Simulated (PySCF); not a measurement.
Job file and geometry (Å, from GFN2-xTB) of an NMR shielding run on SMILES C=C[C@@H]1[C@H](C)[C@@H]1[AlH2], C$_{6}$H$_{11}$Al, GIAO PBE0/pcSseg-1 NMR shielding, non-relativistic, gas phase in PySCF 2.14.0, density-fitted response routines; density fitting, a coarse starting grid and PySCF grid level 2 are the driver's defaults:

```
$ OMP_NUM_THREADS=1 python probes_run.py task.json out

{"job": {"kind": "nmr", "xc": "PBE0", "basis": "pcSseg-1"}, "charge": 0, "multiplicity": 1}
C      2.403961    -0.987112     0.356868
C      1.275991    -0.349253     0.091911
C      0.154087    -0.172144     1.016622
C     -1.258348    -0.395321     0.550328
C     -1.546655    -0.879919    -0.848911
C     -0.794720     1.019449     0.788254
Al    -0.062867     2.032863    -0.754221
H      3.199706    -1.070558    -0.362189
H      2.569777    -1.456541     1.312903
H      1.132777     0.110464    -0.894597
H      0.377105    -0.461476     2.038163
H     -1.922631    -0.830334     1.292577
H     -1.259047    -1.924800    -0.967519
H     -2.610666    -0.788452    -1.059771
H     -1.002864    -0.278840    -1.582934
H     -1.166190     1.442890     1.724412
H     -0.733227     2.136670    -2.150233
H      1.235053     2.858731    -0.563318
```

**Question.** What does the program print?

**Answer.** 
```
coarse grid: 14960 points
cycle   1  E = -477.0704896298  dE =  7.804e-01  |g| = 4.271e-01  |ddm| = 3.782e+00
cycle   2  E = -477.0675026442  dE =  2.987e-03  |g| = 4.532e-01  |ddm| = 8.604e-01
cycle   3  E = -477.1221821886  dE = -5.468e-02  |g| = 5.298e-02  |ddm| = 4.932e-01
cycle   4  E = -477.1226836922  dE = -5.015e-04  |g| = 3.021e-02  |ddm| = 9.285e-02
cycle   5  E = -477.1229083398  dE = -2.246e-04  |g| = 7.964e-03  |ddm| = 3.720e-02
cycle   6  E = -477.1229226101  dE = -1.427e-05  |g| = 2.923e-03  |ddm| = 7.630e-03
cycle   7  E = -477.1229247084  dE = -2.098e-06  |g| = 5.408e-04  |ddm| = 3.043e-03
final grid: 138232 points
cycle   8  E = -477.1644732714  dE = -3.840e-05  |g| = 8.141e-03  |ddm| = 4.230e-02
cycle   9  E = -477.1644643918  dE =  8.880e-06  |g| = 1.002e-02  |ddm| = 1.942e-02
cycle  10  E = -477.1644907654  dE = -2.637e-05  |g| = 1.519e-03  |ddm| = 1.152e-02
cycle  11  E = -477.1644913454  dE = -5.800e-07  |g| = 2.473e-04  |ddm| = 1.588e-03
cycle  12  E = -477.1644913595  dE = -1.413e-08  |g| = 8.160e-05  |ddm| = 2.563e-04
cycle  13  E = -477.1644913609  dE = -1.418e-09  |g| = 2.448e-05  |ddm| = 8.629e-05
cycle  14  E = -477.1644913611  dE = -1.462e-10  |g| = 3.823e-06  |ddm| = 3.110e-05
converged SCF energy = -477.1644913611

GIAO shielding tensors (ppm)
atom      isotropic    diamagn.    paramagn.     s11        s22        s33       span
  0 C       65.754     251.218    -185.464    -51.768     86.424    162.606    214.374
  1 C       37.876     259.842    -221.966    -81.672     58.694    136.608    218.280
  2 C      155.584     250.763     -95.179    119.321    143.707    203.725     84.403
  3 C      163.568     252.851     -89.282    137.465    159.484    193.756     56.291
  4 C      165.460     247.176     -81.717    153.437    163.476    179.466     26.029
  5 C      169.474     255.796     -86.321    142.105    162.925    203.393     61.288
  6 Al     296.674     794.402    -497.728    230.373    271.958    387.690    157.317
  7 H       26.340      29.284      -2.944     22.411     25.404     31.204      8.793
  8 H       25.942      30.763      -4.821     22.070     25.406     30.350      8.280
  9 H       27.008      33.658      -6.650     23.185     25.512     32.328      9.143
 10 H       29.710      33.960      -4.249     23.646     27.903     37.582     13.936
 11 H       30.238      32.526      -2.287     23.502     27.833     39.380     15.878
 12 H       30.065      29.825       0.241     25.443     27.924     36.829     11.386
 13 H       29.875      28.749       1.126     25.733     26.925     36.968     11.235
 14 H       30.727      31.005      -0.277     25.758     30.181     36.243     10.486
 15 H       31.213      32.080      -0.867     25.783     26.669     41.187     15.403
 16 H       26.160      28.278      -2.118     23.459     24.706     30.315      6.857
 17 H       26.367      28.531      -2.164     23.410     25.058     30.632      7.221
```

Size and cost of the density-fitted run: 181 basis functions, 49 s wall time on 1 thread of an Arm Neoverse N1, shared host; peak memory 0.83 GiB.
